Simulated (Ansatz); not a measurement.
Ansatz (a quantum-chemistry and plane-wave program) input (PBE0/def2-SVP):

Ansatz 0.2 input:
```yaml
crystal:
  periodic: [false, false, false]
  atoms:
    - {symbol: O, position_ang: [0.00000000, 0.00000000, 0.00000000]}
basis:
  gaussian:
    orbitals: def2-SVP
hamiltonian:
  xc: {name: PBE0}
magnetization: {spin_polarized: true, initial_magnetization: 2}
scf: {lower_state_search: full}
```

Output:

```
Functional definition: PBE0
integrals: 0.00 GiB planned
70 factors; integrals over basis functions are off by at most 2.0e-4 eV
mean field: 0.04 GiB planned
mean field evaluation 1: about -2038.7119 eV, gradient 5.3e0 eV
mean field evaluation 2: about -2038.7119 eV, gradient 5.3e0 eV
mean field evaluation 4: about -2038.8087 eV, gradient 6.5e-1 eV
mean field evaluation 8: about -2038.8103 eV, gradient 1.8e-4 eV
mean field evaluation 16: about -2038.8074 eV, gradient 7.5e-1 eV
mean field evaluation 32: about -2038.8103 eV, gradient 2.8e-4 eV
mean field -2038.81031822 eV, -74.9248972393 hartree, gradient 2.3e-6 eV, S^2 2.002310; 2 other end points of the search recorded, 0 dependent functions left out
reference -2038.81032391 eV, -74.9248974485 hartree; 5, 3 occupied and 9, 11 virtual orbitals, 70 factors
Total energy: -2038.81032391 eV, -74.9248974485 hartree
```
